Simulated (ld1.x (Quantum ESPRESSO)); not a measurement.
Before and after: TM potential for tin

```json
{
 "Element": "tin",
 "Generator": "ld1.x (Quantum ESPRESSO) 7.5",
 "Type": "norm-conserving Troullier–Martins (Kleinman–Bylander form)",
 "Functional": "PBE",
 "Relativity": "fully relativistic",
 "Frozen core": "[Kr] 4d10",
 "Valence charge": "4",
 "Reference configuration": "5s1 5p3",
 "Partial waves": "5s (bound): rc 1.70 bohr; 5p (bound): rc 2.65 bohr; 5d channel at 0.05 Ry: rc 2.60 bohr",
 "Local potential": "the d channel",
 "Core correction": "a·sin(br)/r model core, default radius (core density twice the valence density)"
}
```

Open shells are filled in proportion to 2j + 1 (rel_dist='average').

Change: local potential all-electron potential smoothed inside 1.70 bohr (lloc = -1).

Cutoffs: the cutoffs (Ry, on a coarse ladder) from which the occupation-weighted sum of valence levels, in a spherical-Bessel basis at the reference potential, stays within 10 and 1 mRy of its value at 400 Ry; they do not see the model core or the augmentation charge, which bear on the density cutoff. Errors are all-electron minus pseudo energies relative to the spin-unpolarised reference configuration.

Problem. Predict the effect on cutoff, ghosts and configuration errors.

Solution. The potential gets harder (18 Ry and 50 Ry → 21 Ry and 50 Ry); the bound ghosts move from p, s to s; of the 7 tests that both files solve, the error grows in 0 and shrinks in 4 by more than 15 % and 0.3 meV (median size 21.9 → 15.7 meV). In the separable form a ghost depends on how the local part lies against the semilocal potential of the channel, so the choice of the local part can create or remove one.

| quantity | base | changed |
| --- | --- | --- |
| cutoff, loose | 18 Ry | 21 Ry |
| cutoff, tight | 50 Ry | 50 Ry |
| loose cutoff by channel (10 mRy a level) | s 18 Ry, p 10 Ry | s 21 Ry, p 6 Ry |
| bound ghosts | s, p3/2, p1/2 | s |
| error for 5s2 5p2, meV [ΔE -6.96 eV] | -22 | -16 |
| error for 5s2 5p1, meV [ΔE -0.07 eV] | -9.1 | -8.3 |
| error for 5s2 5p0, meV [ΔE 13.90 eV] | -41 | -31 |
| error for 5s2 5p2.3, meV [ΔE -7.81 eV] | -28 | -17 |
| error for 5s2 5p1.5, meV [ΔE -4.34 eV] | -13 | -12 |
| error for 5s1 5p2, meV [ΔE 7.56 eV] | -18 | -3.6 |
| error for 5s1 5p0, meV [ΔE 44.87 eV] | -257 | -224 |
| s: phases at 2.91 bohr within 0.05 rad from the reference energy up to (Ry; the scan ends near 5) | 1.3 | n/a |
| p1/2: phases at 2.91 bohr within 0.05 rad from the reference energy up to (Ry; the scan ends near 5) | 1.7 | 1.2 |
| p3/2: phases at 2.91 bohr within 0.05 rad from the reference energy up to (Ry; the scan ends near 5) | 1.9 | 1.1 |
| d3/2: phases at 2.91 bohr within 0.05 rad from the reference energy up to (Ry; the scan ends near 5) | 0.6 | 0.5 |
| d5/2: phases at 2.91 bohr within 0.05 rad from the reference energy up to (Ry; the scan ends near 5) | 0.5 | 0.5 |

 A true bound ghost makes a file unfit for plane-wave use even where its test errors are small: the radial tests pick states by their node count and pass the ghost by.
